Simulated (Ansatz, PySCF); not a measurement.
Ti(OH)2(NH2)2 (H6N2O2Ti), SMILES [NH2][Ti]([NH2])([OH])[OH], multiplicity 1. Atoms are numbered in the order given.

```xyz
11

Ti    -0.0223     0.0140     0.0755
O      1.5818    -0.5521    -0.5244
H      2.0596    -0.2555    -1.3078
O      0.0993     0.7637     1.7139
H      0.8225     0.7188     2.3503
N     -0.7387     1.3110    -1.0912
H     -0.6063     2.3125    -0.9570
H     -1.4665     1.1446    -1.7823
N     -1.1781    -1.4728     0.0510
H     -0.9699    -2.3491    -0.4243
H     -1.9910    -1.5866     0.6544
```

The structure is a stationary point at B3LYP-D3(BJ)/def2-SVP. The spin state was assumed, not searched. The structure was generated by enumeration; whether it is a known compound was not checked. The values are those of a single conformer.

Two levels are set side by side: PBE-D3(BJ)/def2-SVP (Ansatz, an electronic-structure program) and B3LYP-D3(BJ)/def2-SVP (Ansatz). Each level has its own optimised geometry; the coordinates shown are those of the second. Frequencies come from the Hessian of PySCF at each geometry. Differences are taken from unrounded values.

```json
[
 {"quantity": "mean bond length (Å)", "B3LYP-D3(BJ)": "1.338", "PBE-D3(BJ)": "1.346", "PBE-D3(BJ) minus B3LYP-D3(BJ)": "0.008"},
 {"quantity": "bond Ti1–O2 (Å)", "B3LYP-D3(BJ)": "1.804", "PBE-D3(BJ)": "1.815", "PBE-D3(BJ) minus B3LYP-D3(BJ)": "0.011"},
 {"quantity": "bond Ti1–O4 (Å)", "B3LYP-D3(BJ)": "1.806", "PBE-D3(BJ)": "1.816", "PBE-D3(BJ) minus B3LYP-D3(BJ)": "0.010"},
 {"quantity": "bond Ti1–N6 (Å)", "B3LYP-D3(BJ)": "1.886", "PBE-D3(BJ)": "1.894", "PBE-D3(BJ) minus B3LYP-D3(BJ)": "0.008"},
 {"quantity": "bond Ti1–N9 (Å)", "B3LYP-D3(BJ)": "1.883", "PBE-D3(BJ)": "1.891", "PBE-D3(BJ) minus B3LYP-D3(BJ)": "0.008"},
 {"quantity": "bond O2–H3 (Å)", "B3LYP-D3(BJ)": "0.964", "PBE-D3(BJ)": "0.973", "PBE-D3(BJ) minus B3LYP-D3(BJ)": "0.008"},
 {"quantity": "bond O4–H5 (Å)", "B3LYP-D3(BJ)": "0.964", "PBE-D3(BJ)": "0.973", "PBE-D3(BJ) minus B3LYP-D3(BJ)": "0.009"},
 {"quantity": "bond N6–H7 (Å)", "B3LYP-D3(BJ)": "1.019", "PBE-D3(BJ)": "1.026", "PBE-D3(BJ) minus B3LYP-D3(BJ)": "0.007"},
 {"quantity": "bond N6–H8 (Å)", "B3LYP-D3(BJ)": "1.017", "PBE-D3(BJ)": "1.024", "PBE-D3(BJ) minus B3LYP-D3(BJ)": "0.007"},
 {"quantity": "bond N9–H10 (Å)", "B3LYP-D3(BJ)": "1.018", "PBE-D3(BJ)": "1.026", "PBE-D3(BJ) minus B3LYP-D3(BJ)": "0.007"},
 {"quantity": "bond N9–H11 (Å)", "B3LYP-D3(BJ)": "1.019", "PBE-D3(BJ)": "1.026", "PBE-D3(BJ) minus B3LYP-D3(BJ)": "0.007"},
 {"quantity": "highest harmonic wavenumber (cm⁻¹)", "B3LYP-D3(BJ)": "3882", "PBE-D3(BJ)": "3775", "PBE-D3(BJ) minus B3LYP-D3(BJ)": "-107"},
 {"quantity": "mean harmonic wavenumber (cm⁻¹)", "B3LYP-D3(BJ)": "1218", "PBE-D3(BJ)": "1189", "PBE-D3(BJ) minus B3LYP-D3(BJ)": "-29"},
 {"quantity": "zero-point energy (kcal/mol)", "B3LYP-D3(BJ)": "47.02", "PBE-D3(BJ)": "45.89", "PBE-D3(BJ) minus B3LYP-D3(BJ)": "-1.13"}
]
```

GGA bonds tend to be longer and softer than those of functionals with exact exchange. Differences between two approximate levels are no errors against the true value.
